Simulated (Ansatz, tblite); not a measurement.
Forces on the cluster Mg₂Se₂⁺ at its r2SCAN-D4/def2-SVP geometry. The state is a doublet with charge 1.

The xTB rows come from tblite. The structure comes from a short search, and lower isomers may exist.

GFN1-xTB (tblite), largest force 1.03 eV/Å:

```xyz
4
positions Å, forces eV/Å
Mg   -1.240    0.679    0.378    0.499   -0.273   -0.153
Mg    1.240   -0.680   -0.377   -0.499    0.274    0.151
Se    0.911    0.750    1.643   -0.463   -0.381   -0.834
Se   -0.911   -0.749   -1.643    0.463    0.380    0.835
```

GFN2-xTB (tblite), largest force 0.31 eV/Å:

```
Mg 0.109 -0.059 -0.034
Mg -0.109 0.060 0.033
Se -0.138 -0.114 -0.249
Se 0.138 0.113 0.250
```

PBE0-D4/def2-TZVP (Ansatz), largest force 0.38 eV/Å:

```
Mg 0.265 -0.145 -0.081
Mg -0.265 0.146 0.081
Se -0.169 -0.140 -0.306
Se 0.170 0.139 0.306
```
